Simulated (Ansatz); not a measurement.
Reaction (hydrogenolysis of a C–F bond): `FC([SiH3])[SeH]` + H₂ → `[SiH3]C[SeH]` + H–F

Gas-phase electronic energies from Ansatz, PBE0-D4/def2-TZVP geometries. CBS: MP2 limit from def2 TZ/QZ plus the TZ coupled-cluster correction, frozen cores. This one scheme is used for every species. Functionals use def2-TZVPP. B3LYP here is the variant with VWN-RPA as its local correlation; programs differ in this. For Se outer-core shells are correlated without core-valence functions, which leaves a few kJ/mol of doubt a bond. Scalar relativity is left out up to krypton. Each species was taken in one conformer, which may not be the lowest.

`FC([SiH3])[SeH]`:

```xyz
9

F    -1.789   -0.750    0.238
C    -0.405   -0.797    0.226
Si    0.324    0.935    0.489
Se    0.277   -1.612   -1.400
H    -0.088   -1.488    1.014
H     1.783    0.797    0.714
H    -0.315    1.572    1.669
H     0.061    1.744   -0.727
H     0.152   -0.401   -2.224
```

H₂:

Z-matrix (Å, degrees):
```
H
H 1 0.746
```

`[SiH3]C[SeH]`:

Z-matrix (Å, degrees):
```
Si
C 1 1.874
H 1 1.490 2 110.5
H 1 1.484 2 109.8 3 120.7
H 1 1.487 2 109.2 3 -119.4
Se 2 1.957 1 111.3 3 177.7
H 2 1.090 1 112.8 3 54.0
H 2 1.092 1 110.1 3 -66.6
H 6 1.470 2 95.5 1 -48.6
```

H–F:

Z-matrix (Å, degrees):
```
F
H 1 0.920
```

Q: Is it downhill or uphill in electronic energy at CCSD(T)/CBS, and by how much? (An estimate is asked.)

A: The calculation gave: Downhill: ΔE = -124.9 kJ/mol.

Q: What do these levels give: r2SCAN-D4, ωB97X-V, ωB97M-V, B3LYP, MP2/def2-TZVPP, CCSD(T)/def2-TZVPP? (Estimate.)

A: Computed: r2SCAN-D4 -106.8, ωB97X-V -111.1, ωB97M-V -113.7, B3LYP -111.4, MP2/def2-TZVPP -130.8, CCSD(T)/def2-TZVPP -124.0 kJ/mol.

Largest T1 diagnostic among the species: 0.011.

From PBE to PBE0 (25 % exact exchange), in def2-TZVPP and without D4, ΔE moves by −13.0 kJ/mol.
